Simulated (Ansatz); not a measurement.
Basis sets compared for Zn(OH)2 (ZnO₂H₂). Charge 0, multiplicity 1. Geometry r2SCAN-D4/def2-TZVP. Ansatz on 4 threads of Intel Xeon on a shared host; times are rough, and most runs start from earlier orbitals.

```xyz
5

Zn   -0.0247    0.0390    0.1647
O    -1.7466    0.3331   -0.0612
H    -2.1850   -0.3154   -0.6214
O     1.6689   -0.2105    0.5796
H     2.2874    0.1538   -0.0617
```

The 6-31G sets use Cartesian d functions. B3LYP takes the VWN-RPA correlation.

Binding counts from free atoms (Zn singlet, O triplet, H doublet) in the same basis, without a counterpoise term.

```csv
level,functions,energy (Eh),HOMO (eV),LUMO (eV),binding per atom (eV),wall time
HF/STO-3G,30,-1906.1232,-4.74,6.83,2.20,0.87 s
HF/6-31G,51,-1928.3557,-12.37,1.53,1.72,1.1 s
PBE-D4/def2-SVP,69,-1930.2569,-5.96,-1.48,3.14,1.7 s
B3LYP-D4/6-31G,51,-1930.7528,-7.66,-1.27,2.97,2 s
PBE0-D4/def2-SVP,69,-1930.2806,-7.77,-0.67,2.99,2.5 s
```

Task: Estimate the rows for HF/def2-TZVP, PBE-D4/def2-TZVP (with forces), B3LYP-D4/def2-TZVP, PBE0-D4/def2-TZVP.

Result: 
| level | functions | energy (Eh) | HOMO (eV) | LUMO (eV) | binding per atom (eV) | wall time |
| --- | --- | --- | --- | --- | --- | --- |
| HF/def2-TZVP | 122 | -1928.7859 | -12.63 | 1.51 | 1.89 | 2.5 s |
| PBE-D4/def2-TZVP (with forces) | 122 | -1930.7278 | -6.76 | -1.94 | 3.15 | 2.7 s |
| B3LYP-D4/def2-TZVP | 122 | -1931.2042 | -8.16 | -1.42 | 3.02 | 2.6 s |
| PBE0-D4/def2-TZVP | 122 | -1930.7385 | -8.41 | -1.05 | 3.02 | 4.2 s |
